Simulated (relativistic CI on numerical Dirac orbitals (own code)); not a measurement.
**Level scheme of Co XIV**

These numbers are calculated, not measured: Dirac-Coulomb-Breit CI, separate exchange-only KLI orbitals for each configuration, model QED, unscaled Slater integrals (own radial code, finite nucleus).

Configuration list (outside the closed core [Ne]): 3s2.3p2, 3s.3p3, 3s2.3p.3d, 3p4, 3s.3p2.3d, 3p3.3d, 3s.3p.3d2, 3s2.3p.4s, 3s2.3d.4p, 3p3.4s, 3s2.3p.4p, 3p3.4p, 3s.3p.3d.4s, 3s2.3d2, 3s.3d3, 3p2.3d2, 3p.3d3, 3p.3d2.4s, 3p.3d2.4p, 3s2.3d.4s, 3s.3d2.4s. Double excitations out of closed p, d and f shells are left out; levels of such configurations are missing from the list, as are those of other unlisted configurations, and high levels can miss mixing partners.

The lowest level is 3s2.3p2 3P_0, with 93 % of that term; Hund's rules for 3s2.3p2 give 3P with J = 0, in agreement.

```csv
No.,Configuration,Term,J,E (cm⁻¹),%,Next component (%),Landé g
1,3s2.3p2,3P,0,0,93,4 1S,
2,3s2.3p2,3P,1,11596,97,2 3s.3p2.3d 3P,1.500
3,3s2.3p2,3P,2,22697,87,10 1D,1.450
4,3s2.3p2,1D,2,57250,87,10 3P,1.049
5,3s2.3p2,1S,0,104676,91,4 3P,
6,3s.3p3(4S°),5S°,2,229600,98,1 3P°,1.994
7,3s.3p3(2D°),3D°,1,310796,83,11 3s2.3p.3d 3D°,0.541
8,3s.3p3(2D°),3D°,2,310994,82,10 3s2.3p.3d 3D°,1.189
9,3s.3p3(2D°),3D°,3,314735,88,11 3s2.3p.3d 3D°,1.333
10,3s.3p3(2P°),3P°,0,357304,89,10 3s2.3p.3d 3P°,
11,3s.3p3(2P°),3P°,1,358281,84,9 3s2.3p.3d 3P°,1.464
12,3s.3p3(2P°),3P°,2,359076,75,9 3s2.3p.3d 3P°,1.451
13,3s.3p3(2D°),1D°,2,394261,50,40 3s2.3p.3d 1D°,1.031
14,3s.3p3(4S°),3S°,1,454463,75,19 1P°,1.783
15,3s2.3p.3d,3F°,2,466224,96,2 3p3.3d 3F°,0.670
16,3s2.3p.3d,3F°,3,474431,96,2 3p3.3d 3F°,1.084
17,3s.3p3(2P°),1P°,1,482005,67,20 3S°,1.210
18,3s2.3p.3d,3F°,4,486784,97,2 3p3.3d 3F°,1.250
19,3s2.3p.3d,3P°,2,529525,49,18 1D°,1.293
20,3s2.3p.3d,3P°,1,538790,55,30 3D°,1.143
21,3s2.3p.3d,1D°,2,545384,36,25 3s.3p3 1D°,1.134
22,3s2.3p.3d,3P°,0,546760,87,9 3s.3p3 3P°,
23,3s2.3p.3d,3D°,1,553027,54,31 3P°,0.861
24,3s2.3p.3d,3D°,3,556270,85,10 3s.3p3 3D°,1.328
25,3s2.3p.3d,3D°,2,556442,66,18 3P°,1.235
26,3s2.3p.3d,1F°,3,609908,95,2 3s.3p.3d2 1F°,1.003
27,3s2.3p.3d,1P°,1,625102,85,9 3s.3p3 1P°,0.994
28,3p4,3P,2,649374,52,34 3s.3p2.3d 3P,1.440
29,3p4,3P,1,664942,57,41 3s.3p2.3d 3P,1.498
30,3p4,3P,0,668186,55,39 3s.3p2.3d 3P,
```

Energies count from the lowest computed level; ° marks odd parity. Percentages are summed over parent terms; the parents shown are those of the largest component, closed shells are left out there.

The mean weight of the leading LS term, summed over parents, in these 30 levels is 77 %, and that of the leading jj configuration (from the same eigenvectors) 62 %, so LS coupling describes them better.

At this charge energies of transitions that change n are usually good to better than 1 %, and those within a shell (Δn = 0) to a few per cent.

Landé's interval rule says that E(J) − E(J−1) = AJ with one A. For the ground term the intervals give A = 11596.0, 5550.3 cm⁻¹ for J = 1, 2; the multiplet is regular.

LS names give the leading component of a level, which can be under half, so a name can repeat, a term be missing and a line seem to break the LS rules.
